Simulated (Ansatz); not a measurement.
The multiplicity is imposed and other spin states were not computed.

Species: [Zn(OH)(F)] (charge 0, multiplicity 1).

Task: Give a relaxed geometry from PBE-D3(BJ)/def2-SVP (Ansatz, a first-principles code).

Result: Several could match; the one computed here: the end point of this relaxation, one of several conformers.
Cartesian coordinates (Å) in one orientation:
```xyz
4

Zn    -0.009    -0.034     0.075
O     -0.690    -1.660    -0.121
H     -1.342    -1.854     0.579
F      0.744     1.538     0.143
```
